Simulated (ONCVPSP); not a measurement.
## Logarithmic derivatives: Cd, ONCV

```
Element                 : Cd
Generator               : ONCVPSP 4.0.1
Type                    : optimised norm-conserving Vanderbilt (ONCV)
Functional              : PBE
Relativity              : scalar-relativistic
Frozen core             : [Ar] 3d10
Valence charge          : 20
Reference configuration : 4s2 4p6 4d10 5s1 5p1
Partial waves           : 4s+5s: rc 1.55 bohr, ncon 3, nbas 7, qcut 7.2 1/bohr, 2 projectors; 4p+5p: rc 1.85 bohr, ncon 5, nbas 10, qcut 6.1 1/bohr, 2 projectors; 4d: rc 1.55 bohr, ncon 4, nbas 9, qcut 11.8 1/bohr, local
Local potential         : the d channel
Core correction         : Teter function, fcfact 5.75, rcfact 1.05
```

The phase is arctan(r·R′/R) of the radial function R(r), unwrapped; energies in Ha, scanned from -5 to 5 Ha. A pole is an energy at which the radial function vanishes at the test radius. The pseudo phase is shifted by a multiple of π to meet the all-electron one at the reference energy, and phase errors are pseudo minus all-electron; the curves can meet again beyond the range given. Levels narrower than the energy grid can be missing from the lists of poles.

Q: For each channel, where are the poles, and over which energies does the pseudopotential scatter like the atom?

A:

| channel | radius (bohr) | reference energy (Ha) | poles, all-electron | poles, pseudo | unbroken range about the reference energy with phases within 0.05 rad | phase error 1 Ha above the reference energy (rad) |
| --- | --- | --- | --- | --- | --- | --- |
| s | 1.58 | -0.25 | -3.66 | -3.66 | the whole range | -0.002 |
| p | 1.88 | -0.08 | -2.39, 4.27 | -2.39, 3.60 | below 3.6 | -0.002 |
| d | 1.58 | -0.50 | 0.49 | 0.49 | the whole range | -0.000 |

Note: no bound ghost flagged; GHOST(+) flagged for p at 116.1 eV.

Phases in the s channel:

```csv
E (Ha),all-electron,pseudo
-4.96,1.043,1.042
-4.72,0.871,0.870
-4.48,0.396,0.395
-4.24,-0.727,-0.728
-4.00,-1.319,-1.319
-3.76,-1.524,-1.524
-3.52,-1.624,-1.624
-3.28,-1.687,-1.687
-3.04,-1.733,-1.733
-2.80,-1.770,-1.770
-2.56,-1.804,-1.804
-2.32,-1.836,-1.836
-2.08,-1.868,-1.868
-1.84,-1.903,-1.903
-1.60,-1.940,-1.940
-1.36,-1.983,-1.983
-1.12,-2.034,-2.034
-0.88,-2.095,-2.095
-0.64,-2.171,-2.171
-0.40,-2.268,-2.268
-0.16,-2.395,-2.395
0.08,-2.565,-2.565
0.32,-2.788,-2.788
0.56,-3.063,-3.064
0.80,-3.361,-3.364
1.04,-3.636,-3.639
1.28,-3.858,-3.862
1.52,-4.027,-4.032
1.76,-4.154,-4.158
2.00,-4.249,-4.254
2.24,-4.323,-4.328
2.48,-4.381,-4.387
2.72,-4.429,-4.435
2.96,-4.468,-4.474
3.20,-4.500,-4.508
3.44,-4.529,-4.537
3.68,-4.553,-4.562
3.92,-4.574,-4.584
4.16,-4.593,-4.604
4.40,-4.610,-4.623
4.64,-4.626,-4.640
4.88,-4.640,-4.656
```
